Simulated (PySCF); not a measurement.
A structure optimised at PBE-D3(BJ)/def2-SVP, used in a PySCF frequency run:

```
Si
F 1 1.6600
N 1 1.7310 2 113.07
H 3 1.0227 1 119.97 2 68.05
H 3 1.0239 4 110.58 1 146.60
C 1 1.8757 2 106.56 3 -119.51
H 6 1.1081 1 111.03 2 -175.91
H 6 1.1081 7 108.56 1 -121.99
H 6 1.1103 7 108.33 8 -116.53
Si 1 2.3490 2 106.03 3 117.33
H 10 1.5060 1 111.51 2 48.84
H 10 1.5073 11 108.15 1 -121.77
H 10 1.5080 11 108.18 12 -116.71
```
Charge 0, spin multiplicity 1.

Q: Write its SMILES and formula.

A: C[Si@@](N)(F)[SiH3], CH₈FNSi₂

Q: What are its rotational constants (standard atomic weights)?

A: 3.3525, 1.9602, 1.9354 GHz
